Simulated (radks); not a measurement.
The samarium ion Sm+, 61 electrons, occupied as [Xe] 4f6 6s1.

Method: scalar-relativistic Kohn-Sham, BLYP, spin-polarised, spherical densities, finite nucleus; open shells are filled with parallel spins first (spin-orbit coupling, left out, can overturn this in heavy ions); Fermi nuclear charge, rms radius 5.0819 fm; computed with a radial shooting solver on a logarithmic mesh with Libxc functionals.

Energy parts (eV):
total: -283742.16
kinetic: 303275.66
electron-nucleus: -690368.33
Hartree: 109777.04
exchange-correlation: -6426.52

Orbitals (lengths in bohr, moments of r in powers of bohr; r(max) is where P^2 peaks):
| orbital | occ. | eigenvalue (eV) | <r> | r(max) | <1/r> |
|---|---|---|---|---|---|
| 1s up | 1 | -46683.26 | 0.02274 | 0.01449 | 68.81 |
| 1s down | 1 | -46683.25 | 0.02274 | 0.01449 | 68.81 |
| 2s up | 1 | -7632.868 | 0.09701 | 0.08215 | 15.93 |
| 2s down | 1 | -7632.832 | 0.09701 | 0.08215 | 15.93 |
| 2p up | 3 | -6810.283 | 0.08546 | 0.06634 | 14.95 |
| 2p down | 3 | -6810.257 | 0.08546 | 0.06634 | 14.95 |
| 3s up | 1 | -1676.645 | 0.2551 | 0.2337 | 5.826 |
| 3s down | 1 | -1674.815 | 0.2549 | 0.2336 | 5.830 |
| 3p up | 3 | -1419.454 | 0.2534 | 0.2291 | 5.492 |
| 3p down | 3 | -1417.635 | 0.2532 | 0.2290 | 5.497 |
| 3d up | 5 | -1070.805 | 0.2311 | 0.1877 | 5.212 |
| 3d down | 5 | -1069.399 | 0.2308 | 0.1876 | 5.217 |
| 4s up | 1 | -338.9747 | 0.5794 | 0.5394 | 2.447 |
| 4s down | 1 | -334.2993 | 0.5793 | 0.5392 | 2.447 |
| 4p up | 3 | -254.4714 | 0.6135 | 0.5630 | 2.251 |
| 4p down | 3 | -249.8110 | 0.6135 | 0.5627 | 2.251 |
| 4d up | 5 | -135.9034 | 0.6710 | 0.5876 | 1.974 |
| 4d down | 5 | -131.2867 | 0.6718 | 0.5872 | 1.973 |
| 4f up | 6 | -9.5377 | 0.9888 | 0.6133 | 1.371 |
| 4f down | 0 | -5.6265 | 1.090 | 0.6165 | 1.307 |
| 5s up | 1 | -50.0525 | 1.403 | 1.255 | 0.9446 |
| 5s down | 1 | -47.4183 | 1.423 | 1.268 | 0.9284 |
| 5p up | 3 | -29.7846 | 1.649 | 1.426 | 0.7928 |
| 5p down | 3 | -27.7704 | 1.683 | 1.447 | 0.7743 |
| 5d up | 0 | -7.4587 | 2.814 | 2.107 | 0.4626 |
| 5d down | 0 | -6.4674 | 2.927 | 2.187 | 0.4434 |
| 6s up | 1 | -8.7329 | 3.842 | 3.397 | 0.3265 |
| 6p up | 0 | -5.4788 | 4.869 | 4.267 | 0.2569 |

The highest occupied level is 6s up at -8.733 eV. The electron density at the nucleus is 5.57e+05 e/bohr^3 (large components only).
